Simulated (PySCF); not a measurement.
Excitation energy of Kr²⁺ by level of theory

Kr²⁺ [Ar] 3d10 4s2 4p4 (3P) → Kr²⁺ [Ar] 3d10 4s1 4p5 (3P), as a difference of total energies. All numbers are calculated (PySCF 2.14, no relativity, point nucleus, in dyall-av2z (16s12p8d, 92 functions)). Correlated levels: valence: [Ar] 3d10 frozen; virtual orbitals above 40 to 60 times the deepest correlated orbital energy dropped. The calculations carry no spin-orbit coupling.

| method | excitation energy (eV) |
| --- | --- |
| UHF | 15.804 |
| LDA | 14.092 |
| PBE | 14.066 |
| PBE0 | 14.520 |
| r2SCAN | 14.317 |
| BHandHLYP | 15.000 |
| B2PLYP | 14.510 |
| CAM-B3LYP | 14.635 |
| revPBE | 14.018 |
| MP2 (valence) | 14.532 |
| SCS-MP2 (valence) | 14.349 |

Q: How much does correlation contribute at MP2 (valence)?

A: 14.532 − (15.804) = -1.272 eV, measured against UHF.

A first-order spin-orbit estimate (lowest level to lowest level, LS coupling) adds -0.009 eV.
